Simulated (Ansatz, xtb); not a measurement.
Relative energy of two structures of CH3LiS2

Structure X: a singlet given by its coordinates. Structure Y: a singlet given by its coordinates. Both are isolated molecules in the gas phase, relaxed with B3LYP/6-31G*.

X (Å):

```xyz
7

C    -1.3445    1.8437   -0.4977
Li   -2.7219    3.8217    0.5994
S    -2.4826    2.9378   -1.4046
S    -0.8589    2.4177    1.2639
H     0.0005    3.3850    0.8722
H    -1.7802    0.8605   -0.3018
H    -0.3952    1.7056   -1.0191
```

Close contacts (Å): C1–S3 1.82, C1–S4 1.92, Li2–S3 2.20, Li2–S4 2.43, C1–H6 1.09, C1–H7 1.09, S4–H5 1.35.

Y (Å):

```xyz
7

C    -0.8190    3.1889    0.0428
Li   -3.3254    1.1927   -1.0180
S    -1.6822    0.1742    0.0184
S    -2.1223    2.1195    0.7771
H     0.1575    2.8763    0.4198
H    -0.8229    3.1280   -1.0490
H    -1.0238    4.2172    0.3592
```

Close contacts (Å): C1–S4 1.84, Li2–S3 2.19, Li2–S4 2.35, S3–S4 2.13, C1–H5 1.09, C1–H6 1.09, C1–H7 1.10.

Quicker runs give these differences E(Y) − E(X): GFN2-xTB −11.2 kcal/mol; HF/STO-3G +3.4 kcal/mol (at GFN2-xTB geometries); r2SCAN-D4/def2-SVP −2.9 kcal/mol (at GFN2-xTB geometries).

**Question.** Estimate which is lower in electronic energy at CCSD(T)/def2-TZVP, and by roughly how much.

**Answer.** The CCSD(T)/def2-TZVP calculation puts structure Y lower, by 6.3 kcal/mol.

The same difference at several levels:

```csv
level,geometry,E(Y) − E(X) (kcal/mol),departure from the last row (kcal/mol),"job, with rough time for the two"
GFN2-xTB,GFN2-xTB,−11.2,−5.0,"optimisation, 0.43 s"
HF/STO-3G,GFN2-xTB,+3.4,+9.7,"single point, 0.58 s"
r2SCAN-D4/def2-SVP,GFN2-xTB,−2.9,+3.3,"single point, 5.1 s"
B3LYP/6-31G*,B3LYP/6-31G*,−5.9,+0.4,"optimisation, 52 s"
HF/def2-TZVP,B3LYP/6-31G*,−6.7,−0.4,part of the CCSD(T) run
MP2/def2-TZVP,B3LYP/6-31G*,−6.3,0.0,part of the CCSD(T) run
CCSD(T)/def2-TZVP,B3LYP/6-31G*,−6.3,,"single point, 42 s"
```

HF/STO-3G puts the two in the other order. The largest departure from CCSD(T)/def2-TZVP is that of HF/STO-3G, 9.7 kcal/mol.

With harmonic frequencies from B3LYP/6-31G* (ideal gas, rigid rotor, one conformer each, 200 K, 1 atm): on the last row, ΔE + ΔZPE = −5.0, ΔH = −4.8, ΔG = −5.1 kcal/mol.

The correlated steps freeze 11 core orbitals; the last core shell of Li is correlated, in a basis made for valence electrons. Codes used: Ansatz 0.2.0, xtb 6.7.1; the last row on 1 thread of Intel(R) Xeon(R) Platinum 8259CL CPU @ 2.50GHz (Skylake/Cascade Lake) on a shared host.
